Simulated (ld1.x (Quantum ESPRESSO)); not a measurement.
Before and after: ultrasoft potential for manganese

Mn (Z = 25), ultrasoft, made with ld1.x (Quantum ESPRESSO) 7.5 (PBE, scalar-relativistic). Core [Ar], reference 3d5.5 4s1.5 4p0. Waves: 4s (bound): rcut 2.20, rcutus 2.55 bohr; 4s channel at 0.15 Ry: rcut 2.20, rcutus 2.55 bohr; 4p (bound, empty): rcut 2.55, rcutus 3.15 bohr; 4p channel at 1.55 Ry: rcut 2.55, rcutus 3.15 bohr; 3d (bound): rcut 1.55, rcutus 2.15 bohr; 3d channel at 0.05 Ry: rcut 1.55, rcutus 2.15 bohr. Local part: all-electron potential smoothed inside 3.05 bohr (lloc = -1). Core correction: none. Augmentation charge: PSQ, radius 1.70 bohr.

Change: core correction a·sin(br)/r model core inside 0.92 bohr.

Cutoffs: the cutoffs (Ry, on a coarse ladder) from which the occupation-weighted sum of valence levels, in a spherical-Bessel basis at the reference potential, stays within 10 and 1 mRy of its value at 400 Ry; they do not see the model core or the augmentation charge, which bear on the density cutoff. Errors are all-electron minus pseudo energies relative to the spin-unpolarised reference configuration.

**Question.** How do hardness, ghosts and transferability respond?

**Answer.** The potential gets neither clearly harder nor softer (21 Ry and 35 Ry → 21 Ry and 35 Ry); of the 7 tests that both files solve, the error grows in 6 and shrinks in 1 by more than 15 % and 0.3 meV (median size 8.2 → 30.8 meV); neither file shows a bound ghost. A model core, the more so a compact one, raises the density cutoff, which this test does not measure.

| quantity | base | changed |
| --- | --- | --- |
| cutoff, loose | 21 Ry | 21 Ry |
| cutoff, tight | 35 Ry | 35 Ry |
| bound ghosts | none | none |
| error for 3d5 4s2 4p0, meV [ΔE 0.48 eV] | -1.4 | -16 |
| error for 3d5 4s1 4p0, meV [ΔE 8.90 eV] | +1.3 | -16 |
| error for 3d5 4s0 4p0, meV [ΔE 24.50 eV] | +114 | -31 |
| error for 3d4 4s2 4p1, meV [ΔE 8.28 eV] | -48 | -229 |
| error for 3d3 4s0 4p0, meV [ΔE 107.78 eV] | -846 | -2173 |
| error for 3d4 4s0 4p0, meV [ΔE 57.02 eV] | -8.2 | -497 |
| error for 3d5 4s1 4p1, meV [ΔE 4.34 eV] | -2.3 | -17 |
| s: phases at 3.40 bohr within 0.05 rad from the reference energy up to (Ry; the scan ends near 5) | 2.1 | 2.1 |
| p: phases at 3.40 bohr within 0.05 rad from the reference energy up to (Ry; the scan ends near 5) | 2.7 | 2.7 |
| d: phases at 3.40 bohr within 0.05 rad from the reference energy up to (Ry; the scan ends near 5) | 3.6 | 3.6 |
| lowest overlap eigenvalue by channel | s 0.41, p 0.66, d 1.00 | s 0.41, p 0.66, d 1.00 |
